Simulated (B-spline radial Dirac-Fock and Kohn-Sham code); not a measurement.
**La³⁺ 3s: cross section and angular parameters**

System: La³⁺ in the configuration 1s2 2s2 2p6 3s2 3p6 3d10 4s2 4p6 4d10 5s2 5p6; threshold 1375.4 eV (orbital energy of the model). Level of theory: Dirac-Hartree-Slater photoionisation with a Latter tail; cross sections with all multipoles, angular parameters from the dipole term and its interference with E2; a radial atomic solver.

For linearly polarised light dσ/dΩ = σ/(4π) [1 + β P₂(cos θ) + (δ + γ cos²θ) sin θ cos φ], with θ from the polarisation vector and φ the angle between the beam and the projection of the electron momentum on the plane normal to the polarisation.

| hν (eV) | σ (kb) | β | γ |
| --- | --- | --- | --- |
| 1840 | 39.5 | 1.977 | 0.559 |
| 2000 | 35.0 | 1.978 | 0.459 |
| 2290 | 28.5 | 1.980 | 0.316 |
| 4380 | ? | ? | ? |
| 4910 | 7.71 | 1.985 | -0.119 |
| 6000 | 5.29 | 1.986 | -0.114 |
| 7840 | 3.12 | 1.986 | -0.016 |
| 9251.7 | 2.24 | 1.986 | 0.092 |
| 9640 | 2.06 | 1.986 | 0.124 |
| 9950 | 1.94 | 1.986 | 0.152 |
| 10600 | 1.70 | 1.986 | 0.211 |
| 15000 | 0.813 | 1.986 | 0.646 |

Q: Give the values at 4380 eV.

A: σ = 9.49 kb, β = 1.985, γ = -0.097. For an s subshell δ is negligible.

Values without a named source are computed, but for edge energies of neutral atoms, which are taken from tables.
